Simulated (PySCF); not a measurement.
Gas-phase reaction: Ge3H8 + 4 C3H7 (n-propyl) ⇌ 3 Ge(CH3)4. Level: ωB97M-V/def2-TZVP†; standard pressure 1 bar.

Computed with PySCF and rigid-rotor harmonic-oscillator thermochemistry at 1 bar. † marks an energy on the PBE0/def2-TZVP geometry and frequencies. Open shells (unrestricted): C3H7 (n-propyl) (multiplicity 2); the rest are closed-shell singlets. Ge: all electrons, no relativistic terms. No R ln 2 is added for the mirror-image form of C3H7 (n-propyl). The harmonic model lacks anharmonicity and excited electronic states, which grow with temperature; levels with a mode under 35 cm⁻¹ are left out. Internal rotation in Ge3H8, C3H7 (n-propyl), Ge(CH3)4 is treated as a harmonic vibration of one conformer, which makes the entropy rough.

```tsv
T (K)	1000/T (1/K)	log10 K
800	1.2500	41.14
1000	1.0000	28.96
1200	0.8333	?
1400	0.7143	15.11
1600	0.6250	10.81
1800	0.5556	7.48
```

**Question.** Fit log10 K = a + b·(1000/T) to the five rows, get the mean ΔH° and ΔS°, and predict log10 K at 1200 K.

**Answer.** Means: 1000/T = 0.8290, log10 K = 20.700. Sums of products about the means: Sxy = 16.29078, Sxx = 0.336002, so b = Sxy/Sxx = 48.48 and a = 20.700 − (48.48)×0.8290 = -19.49.
ΔH° = −R ln 10 × 1000 K × b = −19.145 × (48.48) = -928 kJ; ΔS° = R ln 10 × a = -373 J/K. The run's own values go from -934 kJ and -380 J/K at 800 K to -916 kJ and -366 J/K at 1800 K.
Prediction at 1200 K: -19.49 + (48.48)×0.8333 = 20.91. The computed value is 20.87, 0.04 from the line.
For scale, ΔH°(298 K) is -947 kJ at this level, -934 kJ at ωB97X-V/def2-TZVP†, and runs from -1046 to -578 kJ over the 17 levels computed.
